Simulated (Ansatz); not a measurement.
Reaction (ligand exchange at the Si–C bond): `B[CH]([GaH2])[SiH2]F` + `CN[SiH2]O` → `CN([SiH2]O)[SiH2]F` + `B[CH2][GaH2]`

Gas-phase electronic energies from Ansatz, PBE0-D4/def2-TZVP geometries. CBS: MP2 limit from def2 TZ/QZ plus the TZ coupled-cluster correction, frozen cores. DFT in def2-TZVPP. B3LYP here is the variant with VWN-RPA as its local correlation; programs differ in this. For Ga outer-core shells are correlated without core-valence functions, which leaves a few kJ/mol of doubt a bond. Scalar relativity is left out up to krypton. Each species was taken in one conformer, which may not be the lowest.

| level | ΔE (kJ/mol) | difference from CCSD(T)/CBS |
| --- | --- | --- |
| PBE-D4 | -46.4 | 4.3 |
| r2SCAN-D4 | -50.7 | 0.0 |
| PBE0-D4 | -47.5 | 3.2 |
| B3LYP-D4 | -55.4 | -4.7 |
| ωB97X-V | -51.5 | -0.8 |
| ωB97M-V | -52.3 | -1.6 |
| B2PLYP | -54.7 | -4.0 |
| PBE | -45.6 | 5.1 |
| r2SCAN | -50.2 | 0.5 |
| PBE0 | -46.7 | 4.0 |
| B3LYP | -54.2 | -3.5 |
| HF/def2-TZVPP | -58.8 | -8.1 |
| MP2/def2-TZVPP | -52.9 | -2.2 |
| SCS-MP2/def2-TZVPP | -54.4 | -3.7 |
| CCSD/def2-TZVPP | -52.9 | -2.2 |
| CCSD(T)/def2-TZVPP | -52.3 | -1.6 |
| HF/def2-QZVPP | -59.6 | -8.9 |
| MP2/def2-QZVPP | -52.2 | -1.5 |
| SCS-MP2/def2-QZVPP | -53.9 | -3.2 |
| HF/CBS(def2) | -59.7 | -9.0 |
| MP2/CBS(def2) | -51.3 | -0.6 |
| CCSD/CBS(def2) | -51.3 | -0.6 |
| CCSD(T)/CBS | -50.7 | 0 |

Largest T1 diagnostic among the species: 0.013.

In def2-TZVPP, CCSD(T) changes the Hartree–Fock value by +6.5 kJ/mol (the triples alone add +0.6 kJ/mol) and MP2 by +5.9 kJ/mol.
